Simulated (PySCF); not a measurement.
A calculated (PBE0, PySCF 2.14, aug-cc-pVDZ-DK, scalar relativity by spin-free X2C-1e) atom or ion has these occupied shells.

```
shell  electrons  orbital energy (eV)  rms radius, mean of both spins (bohr)
 1s α          1              -7644.1                                 0.0648
 1s β          1              -7644.1                                 0.0648
 2s α          1              -926.10                                  0.277
 2s β          1              -924.27                                  0.277
 2p α          3              -793.75                                  0.249
 2p β          3              -792.17                                  0.249
 3s α          1              -120.52                                  0.832
 3s β          1              -116.04                                  0.832
 3p α          3              -82.344                                  0.888
 3p β          3              -77.512                                  0.888
 3d α          5              -22.131                                   1.17
 3d β          2              -19.403                                   1.17
 4p α          1               -9.513                                   3.50
```

(1) Name the element and its charge.

Results:

(1) Co+ (cobalt, charge +1), in [Ar] 3d7 4p1, one real determinant (an excited configuration).
